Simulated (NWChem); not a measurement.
System: C₃H₄BNO; SMILES OB1C=CC=N1

The following NWChem deck was run.

```
start job
memory heap 200 mb stack 900 mb global 1100 mb
geometry units angstroms noautoz
  O      0.117655    -2.098710     0.000000
  B      0.053964    -0.752673     0.000000
  C      1.266594     0.271686     0.000000
  C      0.651816     1.466477     0.000000
  C     -0.847144     1.235229     0.000000
  N     -1.234213     0.011708     0.000000
  H     -0.780201    -2.471467     0.000000
  H      2.341211     0.126692     0.000000
  H      1.099327     2.457782     0.000000
  H     -1.555747     2.070540     0.000000
end
basis spherical
  * library def2-svp
end
dft
  xc hfexch
  iterations 150
  mulliken
end
task dft energy
```

Structure relaxed at the B3LYP/6-31G* (spherical d) level.

Q: What results follow from this input? (Hartree-Fock/def2-SVP.) Quantities: energy (Ha); highest occupied level (eV); orbital gap (eV); dipole (D).

A: The energy (Ha) comes out as -269.76 and the highest occupied level (eV) comes out as -9.81. The orbital gap (eV) is 11.17 and the dipole (D) is 1.51.
